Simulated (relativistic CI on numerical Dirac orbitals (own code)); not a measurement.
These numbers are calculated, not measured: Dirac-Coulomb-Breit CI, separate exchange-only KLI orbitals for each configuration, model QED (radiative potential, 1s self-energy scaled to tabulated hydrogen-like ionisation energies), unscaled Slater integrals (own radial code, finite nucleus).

The strongest absorption lines from the ground level of an ion, among the configurations computed and to levels below about 590 eV (vacuum wavelength in nm, gf): 4.2859 (0.58), 4.3260 (1.6), 4.3311 (3.8), 4.3333 (3.3), 4.3910 (0.64), 5.4737 (0.48), 5.7802 (1.1), 6.2369 (2.2).

Problem. Which ion is it?
A. Hf38+
B. Os40+
C. Os42+
D. Er34+

Solution. C. Os42+ has 34 electrons and the ground level 4s2 4p4 3P_2; the strongest line goes to 4s2 4p3 4d 3D°_3. The pattern of lines fixes the number of electrons, and along that sequence the line energies rise steadily with the charge (about as its square where n changes within one kind of shell, about linearly where n is kept but much faster in heavy ions where fine structure, which grows about as Z⁴, sets the gap, and irregularly where shells cross), which fixes Z. Configurations outside the model, such as inner-shell arrays, can give stronger lines. At this charge energies of transitions that change n are usually good to better than 1 %, and those within a shell (Δn = 0) to a few per cent.

LS names give the leading component of a level, which can be under half, so a name can repeat, a term be missing and a line seem to break the LS rules.
